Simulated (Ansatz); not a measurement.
Cost and result up the ladder for Cd12H32S12 (56 atoms). Total charge 0; singlet. Geometry: PBE-D4/def2-SVP, loosely relaxed.

Cartesian coordinates in Å:
```
Cd 1.961 1.998 -3.611
Cd 0.524 -2.659 -4.761
Cd 2.663 -4.280 2.391
Cd 2.158 4.022 0.992
Cd 4.225 -1.690 3.769
Cd 2.200 -0.219 -0.502
Cd -1.796 0.136 -1.930
Cd -0.960 -2.283 0.841
Cd -1.099 1.127 2.333
Cd -1.986 3.948 -1.046
Cd 1.043 -1.310 5.217
Cd -4.282 0.166 1.546
S 1.883 -0.652 -3.053
S 2.740 2.332 -0.982
S -0.511 2.366 -2.731
S 3.376 -1.789 1.036
S 0.493 -3.785 -0.849
S 0.322 -2.837 2.987
S 2.966 1.824 2.593
S -0.414 3.445 1.102
S 0.234 1.183 4.490
S -0.216 0.056 0.171
S -3.479 -2.297 0.770
S -3.394 1.742 -0.545
H 2.789 2.712 -4.907
H -0.802 -0.138 -5.812
H -0.437 -3.273 -3.469
H 1.369 -2.349 -6.194
H 3.632 -3.564 3.739
H 2.275 -5.583 1.378
H 2.931 5.493 1.342
H 5.866 -1.222 3.850
H -2.290 -1.150 -2.932
H -5.819 -0.656 -2.015
H -2.506 5.508 -1.468
H -4.840 3.518 -3.793
H 2.674 -0.943 4.445
H 0.294 -1.972 6.598
H -2.838 0.750 2.662
H -5.948 0.378 1.872
H 3.160 -0.939 -3.436
H -1.279 -0.202 -5.211
H 4.097 2.424 -1.054
H -1.125 2.677 -3.908
H 4.504 -2.101 0.341
H -0.206 -4.953 -0.770
H -0.036 -3.462 -2.143
H -0.489 -3.781 3.540
H 4.210 2.246 2.962
H 2.387 2.124 3.803
H -0.800 4.483 1.898
H -0.851 1.311 5.306
H -6.090 -0.578 -1.299
H -3.546 -2.070 -0.576
H -4.441 2.872 -3.654
H -4.497 1.893 -1.322
```

Ansatz on 11 threads of AMD EPYC 7R13 on a shared host and a whole NVIDIA H100 80GB HBM3. Times are rough, and most runs start from the orbitals of an earlier one. ωB97X-V/def2-TZVP serves as the yardstick here, not as an exact answer. Differences are given only for rows in sets of like size (and for xTB, whose basis is part of the method), since another set adds its own error. Binding counts from free atoms at the same level (Cd singlet, S triplet, H doublet; other spins of the atoms weren't run), without zero-point energy or a counterpoise term.

In the def2 sets Cd takes a core potential; there is no spin–orbit coupling. Correlated methods freeze 60 core orbitals; core or outer-core shells of Cd are correlated, in sets that lack core-valence functions. Single mean-field runs in def2-SVP, def2-TZVP are fitted with def2-universal-jkfit. In the singlet geometry the species has come apart into loosely held pieces. In the singlet, H34 and H53 lie 0.77 Å apart, H26 and H42 lie 0.77 Å apart, H36 and H55 lie 0.77 Å apart (atoms count from 1), so H2 has formed as a molecule.

Correlated methods converge slowly with the basis.

```
                          level  functions  binding energy per atom (eV)  difference from ωB97X-V/def2-TZVP (eV)         remarks
                PBE-D4/def2-SVP        748                          2.22                                       –  loose geometry
            r2SCAN-D4/def2-TZVP       1116                          2.24                                   -0.02  loose geometry
PBE0-D4/def2-TZVP (with forces)       1116                          2.20                                   -0.06  loose geometry
              ωB97X-V/def2-TZVP       1116                          2.26                                    0.00  loose geometry
               PBE0-D4/def2-SVP        748                          2.22                                       –  loose geometry
 PBE-D4/def2-TZVP (with forces)       1116                          2.19                                   -0.07  loose geometry
                  MP2/def2-TZVP       1116                          2.08                                   -0.18  loose geometry
```

Question: Estimate how long each takes.

Answer: PBE0-D4/def2-SVP 11 s; r2SCAN-D4/def2-TZVP 16 s; PBE-D4/def2-SVP 17 s; PBE-D4/def2-TZVP (with forces) 17 s; PBE0-D4/def2-TZVP (with forces) 20 s; ωB97X-V/def2-TZVP 22 s; MP2/def2-TZVP 31 s. On shared hardware such times vary by a factor of up to 3.
